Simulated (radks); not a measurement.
Spherical quantum dot in the effective-mass picture: electrons in a hard-walled sphere of radius 3.31, with a point charge +2 (a donor) at the centre, all in effective atomic units (hartree* = m*/eps^2 hartree, bohr* = eps/m* bohr), one dielectric constant everywhere. Calculated with a radial shooting solver with Libxc functionals: non-relativistic Kohn-Sham, exchange-only LDA, spin-polarised, spherical densities. Levels are named by radial order and angular momentum (1s, 1p, 1d, 2s, ...), and open shells are averaged over m. Results are scaled to m* = 0.144 and eps = 5.3, for which hartree* = 139.5 meV and bohr* = 1.948 nm.

N = 16, configuration 1s2 1p6 1d(up 5, down 1) 2s2. This is the lowest configuration that the search found. Occupied and some empty levels:

level,occupation,eigenvalue (meV),<r> (nm)
1s up,1,807.64,3.267
1s down,1,816.46,3.114
1p up,3,865.99,4.265
1p down,3,879.01,4.249
2s up,1,918.70,2.755
2s down,1,924.99,2.881
1d up,5,931.36,4.496
1d down,1,944.97,4.491
1f up,0,1016.3,4.658
1f down,0,1030.1,4.658
1g up,0,1119.7,4.786
2p up,0,1127.7,3.258
1g down,0,1133.6,4.788
2p down,0,1135.2,3.250

Energy (meV): total 6911.19, kinetic 2999.0, external -2875.2, Hartree 7696.3, exchange-correlation -908.92.
